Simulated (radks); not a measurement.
Ne III, configuration [He] 2s2 2p(up 2.25, down 1.75) (fractional occupations, a model configuration). All-electron calculation, scalar-relativistic Kohn-Sham, PBEsol, spin-polarised, spherical densities, point nucleus. Program: a radial shooting solver on a logarithmic mesh with Libxc functionals.

Unscreened Slater integrals over Kohn-Sham orbitals (eV). They are taken over the spin-up orbitals.

integral    value
F0(2p,2p)  30.995
F2(2p,2p)  14.149
F0(2p,2s)  30.233
G1(2p,2s)  18.253
F0(2p,1s)  43.980
G1(2p,1s)  5.4281
F0(2s,2s)  29.803
F0(2s,1s)  42.195
G0(2s,1s)  3.2805
F0(1s,1s)  162.07

Derived for the open shells (J is the average intra-shell exchange parameter used in DFT+U). 2p: J = F2/5 = 2.830 eV; in LS coupling 1D lies 6 F2/25 = 3.396 eV above 3P.
